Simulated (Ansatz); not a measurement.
Basis sets compared for the cluster Ba6O6⁺. Charge 1, multiplicity 2. Geometry PBE-D4/def2-SVP. Ansatz on 4 threads of Arm Neoverse V2 on a shared host; times are rough, and most runs start from earlier orbitals.

Cartesian coordinates in Å:
```
Ba -1.195 -1.877 -1.221
Ba -0.885 2.228 -2.113
Ba 1.192 2.041 1.067
Ba 1.286 -2.204 1.495
Ba -1.769 -0.154 2.133
Ba 2.357 -0.211 -2.312
O 1.316 1.743 -1.371
O -1.738 0.549 -0.413
O -1.349 1.777 0.346
O 0.670 0.058 2.207
O -1.106 -2.226 1.115
O 1.221 -1.724 -0.933
```

In the def2 sets Ba takes a core potential; there is no spin–orbit coupling. The structure holds one bond between oxygen atoms, so isomers without such links may lie far lower. The structure comes from a short search, and lower isomers may exist.

| level | functions | energy (Eh) | HOMO (eV) | LUMO (eV) | wall time |
| --- | --- | --- | --- | --- | --- |
| PBE-D4/def2-SVP | 264 | -603.9448 | -4.90 | -4.35 | 29 s |
| PBE0-D4/def2-SVP | 264 | -603.7641 | -5.23 | -3.68 | 43 s |

Estimate the rows for PBE-D4/def2-TZVP, PBE0-D4/def2-TZVP (with forces).


```json
{"level": "PBE-D4/def2-TZVP", "functions": "426", "energy (Eh)": "-604.6296", "HOMO (eV)": "-4.86", "LUMO (eV)": "-4.33", "wall time": "37 s"}
{"level": "PBE0-D4/def2-TZVP (with forces)", "functions": "426", "energy (Eh)": "-604.4493", "HOMO (eV)": "-5.20", "LUMO (eV)": "-3.65", "wall time": "92 s"}
```
